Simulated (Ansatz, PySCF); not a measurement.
C₃H₇FSi, SMILES F[C@H]1C[C@@H]1[SiH3]. Atoms are numbered in the order given.

```xyz
12

F     -1.8326     1.4258     0.0377
C     -0.8558     0.6033     0.5209
C     -1.0868    -0.8637     0.4503
C     -0.0652    -0.1954    -0.4756
Si     1.7758    -0.4755    -0.2811
H     -0.3620     1.0429     1.3954
H     -0.7337    -1.4950     1.2718
H     -2.0271    -1.1854    -0.0053
H     -0.4229    -0.0631    -1.5035
H      2.0886    -0.5555     1.1774
H      2.1903    -1.7538    -0.9299
H      2.5558     0.6447    -0.8839
```
Charge 0, spin multiplicity 1.

The structure is a stationary point at B3LYP-D3(BJ)/def2-SVP. The structure was generated by enumeration; whether it is a known compound was not checked.

Two levels are set side by side: PBE-D3(BJ)/def2-SVP (Ansatz, a quantum-chemistry and plane-wave program) and B3LYP-D3(BJ)/def2-SVP (Ansatz). Each level has its own optimised geometry; the coordinates shown are those of the second. Frequencies come from the Hessian of PySCF at each geometry. Differences are taken from unrounded values.

| quantity | B3LYP-D3(BJ) | PBE-D3(BJ) | PBE-D3(BJ) minus B3LYP-D3(BJ) |
|---|---|---|---|
| mean bond length (Å) | 1.385 | 1.393 | 0.008 |
| bond F1–C2 (Å) | 1.365 | 1.370 | 0.005 |
| bond C2–C3 (Å) | 1.487 | 1.493 | 0.006 |
| bond C2–C4 (Å) | 1.502 | 1.509 | 0.007 |
| bond C3–C4 (Å) | 1.532 | 1.534 | 0.002 |
| bond C4–Si5 (Å) | 1.872 | 1.878 | 0.005 |
| bond C2–H6 (Å) | 1.096 | 1.105 | 0.009 |
| bond C3–H7 (Å) | 1.095 | 1.102 | 0.008 |
| bond C3–H8 (Å) | 1.093 | 1.101 | 0.008 |
| bond C4–H9 (Å) | 1.096 | 1.104 | 0.008 |
| bond Si5–H10 (Å) | 1.494 | 1.507 | 0.013 |
| bond Si5–H11 (Å) | 1.492 | 1.505 | 0.013 |
| bond Si5–H12 (Å) | 1.492 | 1.505 | 0.013 |
| highest harmonic wavenumber (cm⁻¹) | 3219 | 3158 | -61 |
| mean harmonic wavenumber (cm⁻¹) | 1293 | 1255 | -37 |
| zero-point energy (kcal/mol) | 55.44 | 53.84 | -1.60 |

Exact exchange shortens and stiffens bonds; PBE has none. Differences between two approximate levels are no errors against the true value.
